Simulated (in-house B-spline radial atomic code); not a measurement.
A run on an ion of nuclear charge 59 with 59.7 electrons that did not converge. Method: scalar-relativistic (X2C) TPSS, spin-polarised, spherical fractional occupations, Fermi nucleus of rms radius 4.8919 fm; computed with an all-electron radial atomic-structure program (B-spline basis).

Command:
```bash
python run_scf.py task.json out
```
Settings (nuclear radius in fm, mass in u):
```
Z                59
configuration    [Xe] 4f3.7 6s2
hamiltonian      x2c
method           tpss,tpss
spin_polarised   True
nucleus          fermi
rms_radius       4.8919
atomic_mass      140.90766
speed_of_light   137.035999084
```

First and last ten iterations of the last attempt (damped for 15 steps, keeping 80 % of the old Fock matrix, then DIIS):
```
 iter        energy (Eh)    residual
    1       -9231.397651    1.73e-01
    2       -9230.425501    3.52e-01
    3       -9233.481375    2.21e-01
    4       -9234.973701    1.36e-01
    5       -9235.662600    8.67e-02
    6       -9235.965244    5.10e-02
    7       -9236.094485    3.25e-02
    8       -9236.151419    2.35e-02
    9       -9232.469970    1.60e-01
   10       -9235.598980    8.76e-02
  111       -9231.585556    1.61e-01
  112       -9236.114748    2.91e-02
  113       -9236.114378    2.91e-02
  114       -9232.544242    1.54e-01
  115       -9231.669045    1.55e-01
  116       -9236.133114    2.49e-02
  117       -9231.469540    1.67e-01
  118       -9231.489511    1.66e-01
  119       -9231.522646    1.66e-01
  120       -9220.323559    2.43e-01
 not converged after 120 iterations
```

The smallest residual met was 1.9e-02; the threshold is about 6e-07. No energy from this run should be used. The likely cause: this method binds the added charge weakly or not at all at the basis-set limit, so charge moves back and forth between the atom and the box. Cost of the run: 3.8 s on 1 thread of Intel(R) Xeon(R) 6975P-C, on a shared host.
